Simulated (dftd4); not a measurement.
BF, charge -1, doublet, geometry from GFN2-xTB (the spin is typed, not shown lowest); dftd4 with D4 for b97d.

The dftd4 input:
```
$ dftd4 mol.xyz --func b97d --charge -1 --json dftd4.json --noedisp

# file mol.xyz
2

B     -0.00000000    -0.00000000    -1.05967647
F      0.00000000     0.00000000     0.58870915
```

Task: What does dftd4 print? Leave out banner, timings and long lists.

Result: 
```
                    ____  _____ _____     ____  _  _
      -------------|  _ \|  ___|_   _|---|  _ \| || |------------
     |             | | | | |_    | | ___ | | | | || |_           |
     |             | |_| |  _|   | ||___|| |_| |__   _|          |
     |             |____/|_|     |_|     |____/   |_|            |
     |             ===================================           |
     |            E. Caldeweyher, S. Ehlert & S. Grimme          |
     |          Mulliken Center for Theoretical Chemistry        |
     |                    University of Bonn                     |
      -----------------------------------------------------------

Rational (Becke-Johnson) damping: b97d-D4-ATM
---------------------
  s6         1.0000
  s8         1.6946
  s9         1.0000
  a1         0.2890
  a2         4.1341
 alp        16.0000
--------------------

Dispersion energy:      -2.8431207842171E-03 Eh

[Info] JSON dump of results written to 'dftd4.json'
```
